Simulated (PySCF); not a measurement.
CHO2, SMILES O=C=[OH+], charge +1. Atoms are numbered in the order given.

```xyz
4

O     -0.0173     1.2285     0.0000
C     -0.0105     0.1089     0.0000
O      0.1111    -1.1002     0.0000
H     -0.6878    -1.6791     0.0000
```
Charge +1, spin multiplicity 1.

Geometry: PBE0-D3(BJ)/def2-TZVP. The isomer is the one that the SMILES or the coordinates give; other isomers of the formula were not compared.

Computed with B3LYP/pcJ-1 (PySCF).

Isotropic couplings with Fermi-contact, spin-dipole and both spin-orbit terms, one fixed conformer, no vibrational averaging. Isotopes: 13C, 1H.

**Question.** Estimate the spin–spin coupling constants. (An estimate is asked for; the answer gives what the named calculation found.)

**Answer.** 
| pair | bonds apart | J (Hz) |
|---|---|---|
| C2–H4 | 2 | 6.3 |
